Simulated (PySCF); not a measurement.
## How methods differ on the excitation energy of Mg⁺

Mg⁺ [Ne] 3s1 (2S) → Mg⁺ [Ne] 3p1 (2P), as a difference of total energies. Calculation: PySCF 2.14, in aug-cc-pCVDZ; no relativity, point nucleus. Correlated levels: valence and next inner shell: 1s2 frozen. The calculations carry no spin-orbit coupling.

```csv
method,excitation energy (eV)
UHF,4.286
MP2 (valence and next inner shell),4.324
SCS-MP2 (valence and next inner shell),4.312
CCSD (valence and next inner shell),4.321
CCSD(T) (valence and next inner shell),4.322
```

**Question.** How much does correlation contribute at CCSD(T) (valence and next inner shell)?

**Answer.** 4.322 − (4.286) = 0.036 eV, measured against UHF.

Errors of the correlated levels include the incompleteness of this basis and the frozen core.

For comparison: 4.43 eV (measured; NIST levels, between the centres of gravity of the two terms).
